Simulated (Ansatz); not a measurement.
`N[B]([GeH3])CF` + `OB(O)[SiH3]` → `OB([SiH3])OCF` + `N[BH][GeH3]`  (substitution at a C–B bond)

Gas-phase electronic energies from Ansatz, PBE0-D4/def2-TZVP geometries. CBS: MP2 limit from def2 TZ/QZ plus the TZ coupled-cluster correction, frozen cores. Functionals use def2-TZVPP. B3LYP here is the variant with VWN-RPA as its local correlation; programs differ in this. For Ge outer-core shells are correlated without core-valence functions, which leaves a few kJ/mol of doubt a bond. Scalar relativity is left out up to krypton. One conformer a species, not always the lowest.

`N[B]([GeH3])CF`:

Z-matrix (Å, degrees):
```
Ge
B 1 2.069
H 1 1.539 2 112.3
H 1 1.547 2 110.3 3 119.4
H 1 1.539 2 112.3 3 -121.1
C 2 1.579 1 120.9 3 60.4
N 2 1.389 1 119.7 3 -119.5
F 6 1.392 2 112.5 1 0.1
H 6 1.098 2 111.2 1 -120.3
H 6 1.098 2 111.2 1 120.6
H 7 1.009 2 123.9 1 -180.0
H 7 1.006 2 123.0 1 0.0
```

`OB(O)[SiH3]`:

```xyz
9

O    -0.507    1.644    0.162
B     0.073    0.430    0.386
O     0.827    0.135    1.483
Si   -0.196   -1.045   -0.987
H    -0.357    2.311    0.839
H     0.939    0.845    2.123
H    -0.983   -0.575   -2.157
H     1.118   -1.547   -1.477
H    -0.915   -2.197   -0.373
```

`OB([SiH3])OCF`:

```xyz
12

O    -0.386    1.509   -0.468
B     0.226    0.361   -0.091
Si    2.202    0.360    0.371
O    -0.436   -0.847    0.009
C    -1.806   -0.958   -0.043
F    -2.303   -0.426   -1.222
H    -1.286    1.397   -0.794
H     2.399   -0.068    1.785
H     2.932   -0.609   -0.494
H     2.813    1.704    0.197
H    -2.070   -2.015   -0.025
H    -2.286   -0.409    0.775
```

`N[BH][GeH3]`:

```xyz
9

N    -0.958   -0.533   -1.237
B    -0.180   -0.811   -0.127
Ge    0.741    0.716    0.911
H    -1.114    0.398   -1.589
H    -1.425   -1.246   -1.773
H    -0.061   -1.956    0.205
H     0.277    0.778    2.380
H     0.447    2.101    0.287
H     2.273    0.554    0.943
```

(1) Is it downhill or uphill in electronic energy at CCSD(T)/CBS, and by how much? (Best estimate.)

(2) What do these levels give: PBE0-D4, B3LYP-D4, ωB97M-V, r2SCAN, HF/def2-TZVPP, HF/def2-QZVPP? (An estimate is asked.)

Largest T1 diagnostic among the species: 0.014.

Results:

(1) Computed: Uphill: ΔE = +10.0 kcal/mol.

(2) Ansatz gave: PBE0-D4 10.0, B3LYP-D4 9.4, ωB97M-V 9.7, r2SCAN 9.3, HF/def2-TZVPP 7.0, HF/def2-QZVPP 7.0 kcal/mol.

In def2-TZVPP, CCSD(T) changes the Hartree–Fock value by +2.0 kcal/mol (the triples alone add −0.2 kcal/mol) and MP2 by +3.1 kcal/mol.
